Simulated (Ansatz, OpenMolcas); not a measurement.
# From Ansatz to OpenMolcas

This Ansatz 0.2.0 job computes GeSiH4O (SMILES [SiH3][O][GeH]):

molecule.yaml:
```yaml
crystal:
  periodic: [false, false, false]
  atoms:
    - symbol: Si
      position_ang: [-0.741700, 0.650900, -0.296500]
    - symbol: O
      position_ang: [0.533500, -0.139300, 0.373700]
    - symbol: Ge
      position_ang: [1.261400, -1.756200, 0.134200]
    - symbol: H
      position_ang: [-1.409200, -0.197600, -1.323800]
    - symbol: H
      position_ang: [-0.260900, 1.901300, -0.937500]
    - symbol: H
      position_ang: [-1.722500, 0.988100, 0.766400]
    - symbol: H
      position_ang: [2.400800, -1.515100, 1.238000]
basis:
  gaussian:
    orbitals: def2-SVP
hamiltonian:
  xc: {name: SVWN5}
accuracy: high
magnetization:
  spin_polarized: false
  initial_magnetization: 0
output: {orbitals: {seedname: orbitals}}
```

```bash
$ ansatz run molecule.yaml --threads 1 --pin off --max-ram 3480MiB --events-out events.jsonl --progress --plain --runs-dir runs
```

The coordinates come from a PBE0-D4/def2-TZVP relaxation. This is one conformer, not always the lowest.

It gives a total energy of -2438.852771 Eh.

**Question.** How is this level of theory, on these atoms, set up in OpenMolcas 26.06 as an input file of the program's own, asking for the gradient?

**Answer.** One way, which was run:

struct.xyz:
```
7

Si    -0.741700     0.650900    -0.296500
O      0.533500    -0.139300     0.373700
Ge     1.261400    -1.756200     0.134200
H     -1.409200    -0.197600    -1.323800
H     -0.260900     1.901300    -0.937500
H     -1.722500     0.988100     0.766400
H      2.400800    -1.515100     1.238000
```

calc.input:
```
&GATEWAY
  BasLib=$CurrDir
  Coord=struct.xyz
  Basis=def2-SVP
  Group=NoSym

&SEWARD
  GridInput
  Grid=UltraFine
  End of Grid

&SCF
  KSDFT=SVWN5
  Thresholds=1e-10 1e-07 1e-07 1e-05
  PrOrbitals=1 1

&ALASKA
```

```bash
$ export MOLCAS_MEM=1860
$ pymolcas calc.input > calc.log
```

(Basis files named in the input come from the Basis Set Exchange and aren't shown.)

Its energy is -2438.852779 Eh, 0.008 mEh from the first.
